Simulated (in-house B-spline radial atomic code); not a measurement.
Values are calculated unless marked as measured or tabulated.
# Correlation energy from the adiabatic connection: −Z exp(−kr)/r, Z = 9.14, k = 3.15

Two electrons in a singlet, external potential −Z exp(−kr)/r, Z = 9.14, k = 3.15 (atomic units). Full CI in B-splines (partial waves to l = 8, correlation up to 0.6 % small) with the density held fixed gives W(λ) = <V_ee>_λ − U, and E_c is the integral of W(λ) − W(0) from 0 to 1.

```
   λ  W(λ) − W(0) (hartree)
   0                0.00000
0.02               -0.00190
0.05               -0.00475
0.12               -0.01137
0.25               -0.02354
 0.4               -0.03740
 0.6               -0.05560
 0.8               -0.07347
   1               -0.09103
```

Q: Integrate the table by the trapezoid rule.

A: The strips give -0.00002, -0.00010, -0.00056, -0.00227, -0.00457, -0.00930, -0.01291, -0.01645, which sum to -0.04618 hartree. The direct value, W(1) − W(0) + T_c with T_c = 0.04482, is -0.04621; the curve is convex, so chords lie above it and the trapezoids fall short in size by 0.06 %.

Q: Now use only three numbers: W(0) = -4.9968, the initial slope W'(0) = -0.09523 (extrapolated from the first points) and the strong-coupling limit of the point-charge-plus-continuum model, W∞ = -7.1244. What do second-order theory and the interpolation W(λ) = W∞ + (W(0) − W∞)/√(1 + 2χλ) of Seidl, Perdew and Levy give?

A: Second order keeps the slope alone: E_c = W'(0)/2 = -0.04761, +3 % in size against -0.04621. Matching the slope fixes χ = W'(0)/(W∞ − W(0)) = -0.09523/(-2.12760) = 0.04476. Integrating, with s = √(1 + 2χ) = 1.043800, E_c = −(W(0) − W∞)(s − 1)/(s + 1) = −2.12760 × 0.043800/2.043800 = -0.04560 hartree, -1.3 % in size against the full result. At λ = 1 the formula gives W − W(0) = -0.08928 against -0.09103. Part of the miss can come from the model's W∞.
